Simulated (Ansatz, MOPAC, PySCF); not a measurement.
Dimer: CH4O (SMILES CO) (first 6 atoms) with H2 (SMILES [H][H]); geometry from B3LYP-D3(BJ)/def2-TZVP, rigid monomers moved along the line of their centres of mass till O2···H7 is 2.29 Å.
(charge 0, multiplicity 1):
```xyz
8

C      0.6856     0.3495    -0.3547
O     -0.6614     0.2028     0.0765
H      1.3729    -0.2815     0.2193
H      0.9563     1.3913    -0.1904
H      0.8022     0.1252    -1.4204
H     -0.9365    -0.7074    -0.0722
H     -0.2087    -0.1596     2.2957
H      0.0608    -0.3990     2.9490
```

Counterpoise-corrected where a basis set is named; no monomer relaxation. Rows marked so take none.

Rows in 3-21G carry no dispersion term and start afresh at each structure. The state that AM1 reach isn't checked.

Programs: Ansatz (Gaussian basis) for Hartree–Fock, density functionals and correlated methods; MOPAC for AM1 (differences of heats of formation); PySCF for 3-21G rows, the dispersion terms. 

### Question
Give the interaction energy at the level AM1.

### Answer
-0.8 kcal/mol

Ansatz is a first-principles code.
